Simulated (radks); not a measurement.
The nitrogen anion N3-, [Ne], held by a Watson sphere: a shell of charge +3.58 at radius R that stands for the Madelung well of a crystal (potential energy -3.58/R inside, -3.58/r outside, in hartree with lengths in bohr). Calculated with a radial shooting solver on a logarithmic mesh with Libxc functionals: non-relativistic Kohn-Sham, LDA (Slater exchange, Perdew-Wang correlation), spin-polarised, spherical densities, point nucleus. Response by self-consistent Sternheimer equations with the Hartree and adiabatic LDA kernel. The sphere does not respond.

R (bohr)  e(1s) (eV)  e(2s) (eV)  e(2p) (eV)  <r> 2p (bohr)  sum of <r^2> (bohr^2)  X-ray form factor at sin(theta)/lambda = 0.2 1/angstrom  alpha (bohr^3)
2.38         -379.40     -21.880     -11.491          1.834                  31.54                                                    4.988           22.98
2.51         -379.34     -21.170     -10.908          1.885                  33.27                                                    4.900           26.57
2.6          -379.28     -20.716     -10.530          1.921                  34.48                                                    4.846           29.35
2.79         -379.14     -19.849      -9.792          1.994                  37.10                                                    4.749           36.09
2.85         -379.09     -19.599      -9.575          2.018                  37.95                                                    4.722           38.49
3.42         -378.58     -17.711      -7.857          2.236                  46.49                                                    4.557           69.17
